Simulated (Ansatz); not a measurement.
Geometry optimisation, RKS PBE/def2-SVP (Ansatz).

The input (input.yaml):

```yaml
crystal:
  periodic: [false, false, false]
  atoms:
    - { symbol: Ge, position_ang: [0.0, 0.0, 0.0] }
    - { symbol: Ge, position_ang: [0.0, 0.0, 2.4] }
    - { symbol: H, position_ang: [-1.3958, -0.4318, 2.9174] }
    - { symbol: H, position_ang: [1.0719, -0.9929, 2.9174] }
    - { symbol: H, position_ang: [0.324, 1.4247, 2.9174] }
    - { symbol: O, position_ang: [1.6691, 0.0, -0.5894] }
    - { symbol: H, position_ang: [1.9855, -0.9521, -0.7061] }
    - { symbol: O, position_ang: [-0.8337, 1.4443, -0.5894] }
    - { symbol: H, position_ang: [-1.7915, 1.2136, -0.8118] }
    - { symbol: H, position_ang: [-0.73, -1.2648, -0.5162] }
basis:
  gaussian: { orbitals: def2-SVP }
hamiltonian:
  xc: pbe
relax:
  f_tol: 0.02
  max_steps: 40
```

Launched with:

```bash
$ ansatz run input.yaml --threads 2 --pin off --max-ram 3072MiB --backend cpu --events-out ev --progress --plain --runs-dir out
```

Where does it end, and by what steps?

It converged. After 9 steps the energy has fallen by 0.268 eV; H7 moved furthest, 0.88 Å.

```json
{"step": "0", "energy less start (eV)": "0.0000", "largest force component (eV/Å)": "1.627", "accepted": "yes"}
{"step": "1", "energy less start (eV)": "-0.1214", "largest force component (eV/Å)": "1.221", "accepted": "yes"}
{"step": "2", "energy less start (eV)": "-0.1513", "largest force component (eV/Å)": "0.792", "accepted": "yes"}
{"step": "3", "energy less start (eV)": "-0.1945", "largest force component (eV/Å)": "0.367", "accepted": "yes"}
{"step": "4", "energy less start (eV)": "-0.2343", "largest force component (eV/Å)": "0.317", "accepted": "yes"}
{"step": "5", "energy less start (eV)": "-0.2273", "largest force component (eV/Å)": "0.570", "accepted": "no"}
{"step": "6", "energy less start (eV)": "-0.2539", "largest force component (eV/Å)": "0.146", "accepted": "yes"}
{"step": "7", "energy less start (eV)": "-0.2633", "largest force component (eV/Å)": "0.067", "accepted": "yes"}
{"step": "8", "energy less start (eV)": "-0.2642", "largest force component (eV/Å)": "0.081", "accepted": "yes"}
{"step": "9", "energy less start (eV)": "-0.2679", "largest force component (eV/Å)": "0.016", "accepted": "yes"}
```

```xyz
10
Properties=species:S:1:pos:R:3
Ge -0.081 -0.181 0.141
Ge -0.013 -0.007 2.560
H -1.435 -0.217 3.139
H 0.926 -1.098 3.136
H 0.508 1.391 2.972
O 1.622 -0.016 -0.444
H 1.726 -0.399 -1.334
O -1.073 1.231 -0.395
H -1.200 1.230 -1.363
H -0.680 -1.493 -0.473
```

Whether the end is a true minimum wasn't checked by a vibrational analysis.

Time of the run: 29 s on 2 threads of Arm Neoverse V1, on a shared host, peak memory 0.17 GiB.
